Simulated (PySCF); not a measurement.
C3H5O, doublet (typed; the unrestricted solution is spin-contaminated), geometry from GFN2-xTB. Base run: MP2/def2-SVP in PySCF.

The PySCF input:
```python
from pyscf import gto, scf, mp

mol = gto.M(
    atom='''
O     0.253309    0.185265    1.342228
C     0.029683    0.074760    0.137911
C    -0.050627    1.204155   -0.721500
C    -0.176417   -1.273658   -0.516814
H    -0.094675   -2.061920    0.225998
H    -0.246583    1.097264   -1.773129
H     0.086963    2.191279   -0.316161
H     0.572085   -1.426964   -1.291670
H    -1.160096   -1.313318   -0.980454
''',
    basis='def2-svp',
    charge=0,
    spin=1,
    verbose=4,
)

mf = scf.UHF(mol)
mf.kernel()

pt = mp.MP2(mf, frozen=4)
pt.kernel()
print('E(MP2) = %.10f' % pt.e_tot)
```

The base run was repeated with changes; each row names its change, and settings that it needs were set with it.

```
change                 basis functions      E (Eh)  MP2 correlation (Eh)  SCF-reference HOMO (eV)  SCF-reference dipole (D)
---------------------  ---------------  ----------  --------------------  -----------------------  ------------------------
base                                81  -191.74640              -0.54815                   -11.27                      2.91
basis = STO-3G                      25  -189.08017              -0.15981                    -8.88                      1.58
basis = 6-31G                       46  -191.61072              -0.34798                   -11.24                      3.06
basis = 3-21G                       46  (withheld)            (withheld)               (withheld)                (withheld)
basis = pcseg-0                     46  -191.13111              -0.35653                   -11.35                      3.07
basis = pc-1                        81  -191.84651              -0.55335                   -11.24                      3.11
basis = pcseg-1                     81  -191.84405              -0.55325                   -11.24                      3.12
basis = cc-pVDZ                     81  -191.90796              -0.54972                   -11.16                      2.82
basis = 6-31+G*             (withheld)  (withheld)            (withheld)               (withheld)                (withheld)
basis = def2-SVPD                  123  -191.78344              -0.57500                   -11.35                      3.10
basis = aug-pcseg-1                137  -191.87764              -0.57337                   -11.23                      3.05
basis = aug-cc-pVDZ                137  -191.94659              -0.57762                   -11.24                      3.07
basis = 6-311+G(2d,p)       (withheld)  (withheld)            (withheld)                   -11.27                (withheld)
```

Question: Complete the blanks.

Answer: 
- basis = 3-21G, E (Eh): -190.62166
- basis = 3-21G, MP2 correlation (Eh): -0.34651
- basis = 3-21G, SCF-reference HOMO (eV): -11.17
- basis = 3-21G, SCF-reference dipole (D): 2.68
- basis = 6-31+G*, basis functions: 82
- basis = 6-31+G*, E (Eh): -191.86838
- basis = 6-31+G*, MP2 correlation (Eh): -0.52095
- basis = 6-31+G*, SCF-reference HOMO (eV): -11.28
- basis = 6-31+G*, SCF-reference dipole (D): 3.14
- basis = 6-311+G(2d,p), basis functions: 138
- basis = 6-311+G(2d,p), E (Eh): -192.02373
- basis = 6-311+G(2d,p), MP2 correlation (Eh): -0.62188
- basis = 6-311+G(2d,p), SCF-reference dipole (D): 3.08

Totals compare only among sets that treat the same electrons; sets with core potentials leave the core out.

Open shells are given as the SCF converged; they aren't shown to be the lowest states, and a large step between rows can be another state.
